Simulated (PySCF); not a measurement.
# How methods differ on the ionisation energy of Rh²⁷⁺

Rh²⁷⁺ [Ar] → Rh²⁸⁺ [Ne] 3s2 3p5 [3p1/2^2 3p3/2^3, M_J = 3/2], as a difference of total energies. Computed with PySCF 2.14 in an even-tempered Gaussian basis (19 s from 4 bohr⁻², ratio 2.4; 14 p from 5.2 bohr⁻², ratio 2.4; 5 d from 23 bohr⁻², ratio 2.6; 4 f from 34 bohr⁻², ratio 2.6), with the two-component X2C-1e Hamiltonian. Correlated levels: 1s2 frozen; the 56 highest virtual spinors dropped. "Screened" scales the spin-orbit matrix elements by Boettger's factors to mimic the two-electron term; Breit and QED terms are absent.

```
                    method  ionisation energy (eV)
           GHF (spin-free)                  1555.3
          GMP2 (spin-free)                  1556.1
 GHF (screened spin-orbit)                  1544.7
GMP2 (screened spin-orbit)                  1545.5
```

Breit and QED terms and the two-electron picture change are absent.

The spin-free rows lack the spin-orbit shift.

For comparison: 1544 ± 5 eV (semi-empirical (NIST evaluation); NIST Atomic Spectra Database, ionization energies).
